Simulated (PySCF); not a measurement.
## Substituent effects on chemical shifts

Parent skeleton `[CH3:1][SiH2:2][O:3][SiH2:4][CH3:5]`; one hydrogen on atom 2 is replaced by X. Hydrogens on one atom are averaged.

- GFN2-xTB geometry
- shielding tensors at PBE0/pcSseg-1 (GIAO)
- run in PySCF
- isolated molecule, non-relativistic Hamiltonian, fast rotation and ring inversion assumed for equivalent nuclei, one conformer

δ = σ(ref) − σ, references computed at the same level: 13C, 29Si, 1H vs TMS; 17O vs H2O.

Parent (X = H): C1 0.8, Si2 -24.0, O3 29.5, Si4 -24.0, C5 0.8, H(C1) 0.25, H(Si2) 5.23, H(Si4) 5.23, H(C5) 0.25 ppm. Effects are Δδ = δ(X) − δ(H), positive for deshielding.

Four derivatives gave (Δδ, ppm):
| compound | C1 | Si2 | O3 | Si4 | C5 | H(C1) | H(Si2) | H(Si4) | H(C5) |
| --- | --- | --- | --- | --- | --- | --- | --- | --- | --- |
| 1 | -1.0 | -10.0 | +4.5 | +8.0 | -0.8 | +0.20 | -0.06 | +0.04 | +0.30 |
| 2 | +1.2 | -19.7 | +8.6 | +7.2 | -1.4 | +0.26 | -0.11 | +0.05 | +0.30 |
| 3 | -1.6 | +13.0 | +15.5 | +3.5 | -0.9 | +0.23 | +0.05 | -0.03 | +0.09 |
| 4 | -2.2 | +12.8 | +8.4 | +5.1 | -0.9 | +0.01 | -0.17 | -0.10 | +0.09 |

Q: Their substituents are CH2CN, CH2OCH3, CN, COOH. Which is which?

A: 1: X = COOH (C[SiH2]O[Si@@H](C)C(=O)O); 2: X = CN (C[SiH2]O[Si@H](C)C#N); 3: X = CH2CN (C[SiH2]O[Si@@H](C)CC#N); 4: X = CH2OCH3 (COC[Si@@H](C)O[SiH2]C).

Experimental scales use liquid or dissolved standards, which lie at an offset from isolated H2O (liquid H2O: subtract about 36 ppm).
